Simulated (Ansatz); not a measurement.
`CO[SiH2]Br` → Br• + C• + 5 H• + O• + Si•  (atomization)

Computed with Ansatz on PBE0-D4/def2-TZVP structures; ΔE is electronic, products minus reactants. CCSD(T)/CBS adds triple-zeta CCSD(T) − MP2 to the extrapolated MP2 energy (def2 sets, frozen cores). This one scheme is used for every species, atoms too. For atomizations the MP2-based limit and the directly extrapolated one differ by several kJ/mol either way, and by 10 to 25 for some Ge, Se and Sn compounds, so smaller differences from it don't rank the levels. Functionals use def2-TZVPP. HSE06 is defined as in plane-wave codes. No spin–orbit coupling; open shells (•) take unrestricted orbitals. Spin–orbit coupling would lower the free atoms: a little for C, O, Si; clearly for Br. Bonds to Br are less sure, by a few kJ/mol each and by 10 to 20 or more in all where they break to atoms, as the def2 sets lack core-valence functions. Scalar relativity is left out up to krypton. One conformer a species, not always the lowest.

```csv
level,ΔE (kJ/mol),difference from CCSD(T)/CBS
HSE06-D4,3117.1,-32.3
CAM-B3LYP-D4,3139.2,-10.2
PBE-QIDH,3107.2,-42.2
BLYP,3067.9,-81.5
r2SCANh,3117.5,-31.9
r2SCAN0,3091.8,-57.6
HF/def2-SVP,2304.2,-845.2
SCS-MP2/def2-TZVPP,3095.4,-54.0
CCSD(T)/def2-TZVPP,3058.3,-91.1
CCSD/CBS(def2),3108.8,-40.6
CCSD(T)/CBS,3149.4,0
```

Largest T1 diagnostic among the species: 0.012.

At CCSD(T), def2-SVP lies −216.2 kJ/mol from the extrapolated value and def2-TZVPP −91.1 kJ/mol: correlation converges slowly with the basis, and small sets miss more of it in the bonded molecule than in its fragments. From PBE to PBE0 (25 % exact exchange), in def2-TZVPP and without D4, ΔE moves by −38.7 kJ/mol: exact exchange takes away binding that semilocal exchange gives to molecules.
